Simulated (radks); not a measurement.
Values are calculated unless marked as measured or tabulated.
Pm3+, 58 electrons, occupied as [Xe] 4f2 5d2 (not the ground configuration). Code: a radial shooting solver on a logarithmic mesh with Libxc functionals. Model: Dirac Kohn-Sham, PBE, spin-unpolarised, spherical densities, point nucleus; open shells fill j = l - 1/2 first.

X-ray form factor f0, the Fourier transform of the density (f0(0) = 58):

| sin(theta)/lambda (1/angstrom) | f0 (electrons) |
|---|---|
| 0.05 | 57.252 |
| 0.1 | 55.184 |
| 0.15 | 52.228 |
| 0.2 | 48.876 |
| 0.25 | 45.522 |
| 0.3 | 42.398 |
| 0.4 | 37.126 |
| 0.5 | 32.972 |
| 0.6 | 29.528 |
| 0.8 | 23.967 |
| 1 | 19.978 |
| 1.25 | 16.773 |
| 1.5 | 14.557 |
| 2 | 10.816 |
